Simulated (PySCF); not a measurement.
# Computed records: CH$_{6}$B$_{2}$N, AlB$_{2}$H$_{4}$O, B$_{3}$H$_{6}$Si, B$_{2}$FH$_{4}$Si

Calculation on a computer-drawn molecule: the log of a Hartree-Fock and frozen-core CCSD(T) single point meant for a local Hartree-Fock minimum, with one planted fault or none, to be diagnosed. Offsets are logged minus clean, where the clean run is the same molecule without the fault. The reference is restricted for singlets and unrestricted otherwise, and also for a bond in bohr or an excited solution. Adding or removing an electron swaps singlet and doublet. The excited solution moves the top pair (singlet) or top alpha electron (doublet) to the lowest empty orbital. Highest occupied and lowest empty are orbital energies over both spins, largest force is the largest gradient component, triples share is (T) over the correlation energy, the T1 limit is 0.02 restricted and 0.045 unrestricted, electrons count all cores, a negative frequency is imaginary (commonest isotopes), and the dipole is about the centre of nuclear charge. Program: PySCF 2.14.0.

Common to all runs: logged SCF converged yes; possible faults no fault, one electron removed, one electron added, multiplicity raised by two, geometry at a saddle point, SCF held on an excited solution, minimal basis STO-3G, one bond length entered in bohr, all coordinates scaled.

(1) 
```xyz
10
formula=CH6B2N meant_charge=0 meant_multiplicity=2 meant_basis=cc-pVDZ logged_electrons=29 logged_basis_functions=86 logged_spin_squared=0.759 logged_highest_occupied=-8.1066 logged_lowest_empty=1.938 logged_largest_force=0.046625 logged_T1_diagnostic=0.023512 logged_D1_diagnostic=0.10765 logged_triples_share=0.029948 logged_CC_converged=yes logged_dipole_magnitude=2.5082 logged_SCF_stable_within_its_kind=yes logged_energy_HF=-145.09359 logged_energy_CCSD(T)=-145.62614 planted_fault=all_coordinates_scaled,by_+5.9_% HF_energy_offset_from_clean_run=17.35 CCSD(T)_energy_offset_from_clean_run=11.12
B     -3.2796     0.5494    -0.0445
B     -1.8951    -0.4088    -0.6744
C     -0.3505    -0.1834    -0.3085
N      0.7345    -0.9475    -0.8702
H     -3.9096     0.2224     1.0181
H     -3.7340     1.5737    -0.6585
H     -2.1638    -1.3679    -1.4892
H      0.0107     0.6412     0.4072
H      1.6949    -0.9131    -0.4307
H      0.5081    -1.8288    -1.4099
```

Units: logged_highest_occupied, logged_lowest_empty in eV; logged_largest_force in hartree/bohr; logged_dipole_magnitude in debye; logged_energy_HF, logged_energy_CCSD(T) in hartree; HF_energy_offset_from_clean_run, CCSD(T)_energy_offset_from_clean_run in kcal/mol.

Drawn bonds:
```csv
atom,other atom,order
1,2,1
2,3,1
3,4,1
1,5,1
1,6,1
2,7,1
3,8,1
4,9,1
4,10,1
```

(2) 
```xyz
8
formula=AlB2H4O meant_charge=1 meant_multiplicity=1 meant_basis=cc-pV(D+d)Z logged_electrons=34 logged_basis_functions=85 logged_spin_squared=0 logged_highest_occupied=-8.12 logged_lowest_empty=-11.788 logged_largest_force=0.37299 logged_CC_converged=no logged_dipole_magnitude=10.763 logged_SCF_stable_within_its_kind=no logged_energy_HF=-367.66935 planted_fault=SCF_held_on_an_excited_solution HF_energy_offset_from_clean_run=368.4
B      0.6122     1.3135    -0.2659
B      0.6488     2.6939    -1.2591
O      0.7931     2.5714    -2.6611
Al     0.9488     2.6183    -4.2597
H      1.6209     0.8625     0.1977
H     -0.4239     0.7708    -0.0056
H      0.5593     3.8215    -0.8645
H      1.0985     2.6257    -5.7876
```

Units: logged_highest_occupied, logged_lowest_empty in eV; logged_largest_force in hartree/bohr; logged_dipole_magnitude in debye; logged_energy_HF in hartree; HF_energy_offset_from_clean_run in kcal/mol.

Drawn bonds:
```csv
atom,other atom,order
1,2,1
2,3,1
3,4,1
1,5,1
1,6,1
2,7,1
4,8,1
```

Notes: CCSD not converged.

(3) 
```xyz
8
formula=AlB2H4O meant_charge=1 meant_multiplicity=1 meant_basis=cc-pV(D+d)Z logged_electrons=34 logged_basis_functions=28 logged_spin_squared=0 logged_highest_occupied=-13.46 logged_lowest_empty=0.60628 logged_largest_force=0.042641 logged_T1_diagnostic=0.023222 logged_D1_diagnostic=0.073576 logged_triples_share=0.045968 logged_CC_converged=yes logged_dipole_magnitude=7.1912 logged_SCF_stable_within_its_kind=yes logged_energy_HF=-363.80429 logged_energy_CCSD(T)=-363.98867 planted_fault=minimal_basis_STO-3G HF_energy_offset_from_clean_run=2794 CCSD(T)_energy_offset_from_clean_run=2949
B      0.6122     1.3135    -0.2659
B      0.6488     2.6939    -1.2591
O      0.7931     2.5714    -2.6611
Al     0.9488     2.6183    -4.2597
H      1.6209     0.8625     0.1977
H     -0.4239     0.7708    -0.0056
H      0.5593     3.8215    -0.8645
H      1.0985     2.6257    -5.7876
```

Units: logged_highest_occupied, logged_lowest_empty in eV; logged_largest_force in hartree/bohr; logged_dipole_magnitude in debye; logged_energy_HF, logged_energy_CCSD(T) in hartree; HF_energy_offset_from_clean_run, CCSD(T)_energy_offset_from_clean_run in kcal/mol.

Drawn bonds:
```csv
atom,other atom,order
1,2,1
2,3,1
3,4,1
1,5,1
1,6,1
2,7,1
4,8,1
```

Notes: T1 above single-reference limit.

(4) 
```xyz
8
formula=AlB2H4O meant_charge=0 meant_multiplicity=2 meant_basis=cc-pV(D+d)Z logged_electrons=35 logged_basis_functions=85 logged_spin_squared=1.737 logged_highest_occupied=-8.2642 logged_lowest_empty=0.47106 logged_largest_force=0.04222 logged_CC_converged=no logged_dipole_magnitude=2.1999 logged_SCF_stable_within_its_kind=yes logged_energy_HF=-368.31429 planted_fault=one_bond_length_entered_in_bohr,row_2_of_the_drawn_bonds HF_energy_offset_from_clean_run=121.1
B      0.8949    -1.7479     0.1057
B      0.0266    -0.4694     0.8372
O     -1.2854    -0.7717     3.0044
Al    -2.2781    -0.7789     4.3750
H      0.3909    -2.4754    -0.7121
H      2.0545    -1.9571     0.3573
H      0.0249     0.6312     0.3187
H     -1.5562    -0.5419     5.7736
```

Units: logged_highest_occupied, logged_lowest_empty in eV; logged_largest_force in hartree/bohr; logged_dipole_magnitude in debye; logged_energy_HF in hartree; HF_energy_offset_from_clean_run in kcal/mol.

Drawn bonds:
```csv
atom,other atom,order
1,2,1
2,3,1
3,4,1
1,5,1
1,6,1
2,7,1
4,8,1
```

Notes: CCSD not converged.

(5) 
```xyz
10
formula=B3H6Si meant_charge=1 meant_multiplicity=1 meant_basis=cc-pV(D+d)Z logged_electrons=35 logged_basis_functions=95 logged_spin_squared=0.7697 logged_highest_occupied=-6.8851 logged_lowest_empty=0.90948 logged_largest_force=0.010482 logged_T1_diagnostic=0.016241 logged_D1_diagnostic=0.045051 logged_triples_share=0.027542 logged_CC_converged=yes logged_dipole_magnitude=0.58098 logged_SCF_stable_within_its_kind=yes logged_energy_HF=-366.34241 logged_energy_CCSD(T)=-366.74418 planted_fault=one_electron_added HF_energy_offset_from_clean_run=-138.7 CCSD(T)_energy_offset_from_clean_run=-149.6
B     -1.4213     2.1298    -0.4035
B     -0.0275     1.5087    -1.1146
Si     0.7233    -0.3429    -0.8689
B      0.3229    -1.9992    -1.9768
H     -2.4732     2.0222    -0.9633
H     -1.3581     2.6871     0.6525
H      0.6381     2.1820    -1.8523
H      1.6903    -0.5171     0.2307
H     -0.5716    -2.7067    -1.6346
H      0.9952    -2.2181    -2.9346
```

Units: logged_highest_occupied, logged_lowest_empty in eV; logged_largest_force in hartree/bohr; logged_dipole_magnitude in debye; logged_energy_HF, logged_energy_CCSD(T) in hartree; HF_energy_offset_from_clean_run, CCSD(T)_energy_offset_from_clean_run in kcal/mol.

Drawn bonds:
```csv
atom,other atom,order
1,2,1
2,3,1
3,4,1
1,5,1
1,6,1
2,7,1
3,8,1
4,9,1
4,10,1
```

(6) 
```xyz
10
formula=B3H6Si meant_charge=1 meant_multiplicity=1 meant_basis=cc-pV(D+d)Z logged_electrons=34 logged_basis_functions=95 logged_spin_squared=0 logged_highest_occupied=-16.262 logged_lowest_empty=-5.1749 logged_largest_force=1.252e-05 logged_lowest_frequency=88.713 logged_T1_diagnostic=0.016857 logged_D1_diagnostic=0.043357 logged_triples_share=0.026875 logged_CC_converged=yes logged_dipole_magnitude=2.0982 logged_SCF_stable_within_its_kind=yes logged_energy_HF=-366.12131 logged_energy_CCSD(T)=-366.50576 planted_fault=no_fault HF_energy_offset_from_clean_run=0 CCSD(T)_energy_offset_from_clean_run=0
B     -1.4213     2.1298    -0.4035
B     -0.0275     1.5087    -1.1146
Si     0.7233    -0.3429    -0.8689
B      0.3229    -1.9992    -1.9768
H     -2.4732     2.0222    -0.9633
H     -1.3581     2.6871     0.6525
H      0.6381     2.1820    -1.8523
H      1.6903    -0.5171     0.2307
H     -0.5716    -2.7067    -1.6346
H      0.9952    -2.2181    -2.9346
```

Units: logged_highest_occupied, logged_lowest_empty in eV; logged_largest_force in hartree/bohr; logged_lowest_frequency in cm⁻¹; logged_dipole_magnitude in debye; logged_energy_HF, logged_energy_CCSD(T) in hartree; HF_energy_offset_from_clean_run, CCSD(T)_energy_offset_from_clean_run in kcal/mol.

Drawn bonds:
```csv
atom,other atom,order
1,2,1
2,3,1
3,4,1
1,5,1
1,6,1
2,7,1
3,8,1
4,9,1
4,10,1
```

(7) 
```xyz
8
formula=B2FH4Si meant_charge=1 meant_multiplicity=1 meant_basis=cc-pV(D+d)Z logged_electrons=36 logged_basis_functions=85 logged_spin_squared=0 logged_highest_occupied=-11.11 logged_lowest_empty=-11.614 logged_largest_force=0.095636 logged_CC_converged=no logged_dipole_magnitude=7.4474 logged_SCF_stable_within_its_kind=no logged_energy_HF=-439.30023 planted_fault=SCF_held_on_an_excited_solution HF_energy_offset_from_clean_run=301.1
B     -1.2170    -1.1358    -1.9530
B     -0.2377    -0.2170    -0.9335
Si     1.5974     0.4854    -1.4004
F      1.6814     1.8812    -2.1053
H     -1.1334    -2.3281    -1.9393
H     -1.9972    -0.5859    -2.6717
H     -0.5692     0.0894     0.1753
H      2.9239    -0.0893    -1.1884
```

Units: logged_highest_occupied, logged_lowest_empty in eV; logged_largest_force in hartree/bohr; logged_dipole_magnitude in debye; logged_energy_HF in hartree; HF_energy_offset_from_clean_run in kcal/mol.

Drawn bonds:
```csv
atom,other atom,order
1,2,1
2,3,1
3,4,1
1,5,1
1,6,1
2,7,1
3,8,1
```

Notes: CCSD not converged.

(8) 
```xyz
8
formula=B2FH4Si meant_charge=1 meant_multiplicity=1 meant_basis=cc-pV(D+d)Z logged_electrons=36 logged_basis_functions=85 logged_spin_squared=0 logged_highest_occupied=-17.349 logged_lowest_empty=-5.2385 logged_largest_force=0.039126 logged_T1_diagnostic=0.016547 logged_D1_diagnostic=0.048056 logged_triples_share=0.022261 logged_CC_converged=yes logged_dipole_magnitude=2.8514 logged_SCF_stable_within_its_kind=yes logged_energy_HF=-439.77349 logged_energy_CCSD(T)=-440.24399 planted_fault=all_coordinates_scaled,by_-3.0_% HF_energy_offset_from_clean_run=4.078 CCSD(T)_energy_offset_from_clean_run=5.912
B     -1.1805    -1.1017    -1.8944
B     -0.2306    -0.2105    -0.9055
Si     1.5495     0.4709    -1.3584
F      1.6310     1.8248    -2.0421
H     -1.0994    -2.2582    -1.8812
H     -1.9373    -0.5683    -2.5915
H     -0.5521     0.0867     0.1701
H      2.8362    -0.0867    -1.1528
```

Units: logged_highest_occupied, logged_lowest_empty in eV; logged_largest_force in hartree/bohr; logged_dipole_magnitude in debye; logged_energy_HF, logged_energy_CCSD(T) in hartree; HF_energy_offset_from_clean_run, CCSD(T)_energy_offset_from_clean_run in kcal/mol.

Drawn bonds:
```csv
atom,other atom,order
1,2,1
2,3,1
3,4,1
1,5,1
1,6,1
2,7,1
3,8,1
```
